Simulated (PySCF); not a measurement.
**¹⁹F chemical shifts**

Calculated, not measured (PySCF 2.14.0 with density-fitted response routines): GFN2-xTB geometry, NMR shieldings at PBE0/pcSseg-1/GIAO. No relativistic terms, one averaged value for each set of equivalent atoms, a single conformation, in vacuum.

Shieldings were converted by a linear fit to measured shifts: ¹⁹F: δ = 146.13 − 0.903σ +14.6 on sp3 carbon (rms 6.0 ppm, 223 shifts, 7.0 ppm with the 5 outliers that the fit left out vs CFCl3, solution or neat liquid). A few per cent of atoms miss by over 2 rms, more outside the fitted compound classes.

(1) Give the ¹⁹F shifts of `O[C@@H]1C[C@@H](CF)[SiH2][C@H]1CF`, `C[C@@H]1C[SiH2][C@@H](OC(F)F)C1`, `FCC[C@]1(F)COCC[SiH2]1`, `CC(C)[C@@H]([SiH3])C(=O)C(F)F`.

(2) Match the shifts -31.5, -67.5, -116.0 ppm to `COCCCC(F)(F)F`, `Cc1ccccc1F`, `OC/P=C\F`.

## Answers

(1) 
| compound | environment | δ (ppm) |
| --- | --- | --- |
| [OH:1][C@@H:2]1[CH2:3][C@@H:4]([CH2:5][F:6])[SiH2:7][C@H:8]1[CH2:9][F:10] | F6: fluorine on an sp3 carbon | -201.2 |
| [OH:1][C@@H:2]1[CH2:3][C@@H:4]([CH2:5][F:6])[SiH2:7][C@H:8]1[CH2:9][F:10] | F10: fluorine on an sp3 carbon | -217.1 |
| [CH3:1][C@@H:2]1[CH2:3][SiH2:4][C@@H:5]([O:6][CH:7]([F:8])[F:9])[CH2:10]1 | F8: fluorine of a CF2 group | -69.1 |
| [CH3:1][C@@H:2]1[CH2:3][SiH2:4][C@@H:5]([O:6][CH:7]([F:8])[F:9])[CH2:10]1 | F9: fluorine of a CF2 group | -75.2 |
| [F:1][CH2:2][CH2:3][C@:4]1([F:5])[CH2:6][O:7][CH2:8][CH2:9][SiH2:10]1 | F5: fluorine on an sp3 carbon | -187.7 |
| [F:1][CH2:2][CH2:3][C@:4]1([F:5])[CH2:6][O:7][CH2:8][CH2:9][SiH2:10]1 | F1: fluorine on an sp3 carbon | -213.2 |
| [CH3:1][CH:2]([CH3:3])[C@@H:4]([SiH3:5])[C:6](=[O:7])[CH:8]([F:9])[F:10] | F10: fluorine of a CF2 group | -112.8 |
| [CH3:1][CH:2]([CH3:3])[C@@H:4]([SiH3:5])[C:6](=[O:7])[CH:8]([F:9])[F:10] | F9: fluorine of a CF2 group | -118.4 |

(2) -31.5: OC/P=C\F (fluorine bonded to C); -67.5: COCCCC(F)(F)F (fluorine of a CF3 group); -116.0: Cc1ccccc1F (aryl fluorine).
